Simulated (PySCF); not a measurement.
Precursor series Hf Cl-F. All species are isolated molecules in the gas phase.

The numbers are results of B3LYP-D3(BJ)/def2-TZVP // r2SCAN-D4/def2-SVP in PySCF 2.14.0, not measurements. All candidates: neutral, multiplicity 1. B3LYP has the VWN-RPA correlation part, as in Gaussian. 

```
Property          Value
-------------  --------
HOMO           -9.75 eV
HOMO–LUMO gap   8.25 eV
dipole moment    0.07 D
```

Problem. Say which member has these values.
(A) [Hf(Cl)(F)3]
(B) [Hf(Cl)3(F)]
(C) [Hf(F)4]
(D) [Hf(Cl)4]

Solution. A, [Hf(Cl)(F)3]. The others give [Hf(Cl)3(F)]: -9.42 eV, 7.21 eV, 0.17 D; [Hf(F)4]: -11.86 eV, 10.54 eV, 0.00 D; [Hf(Cl)4]: -9.42 eV, 7.00 eV, 0.00 D
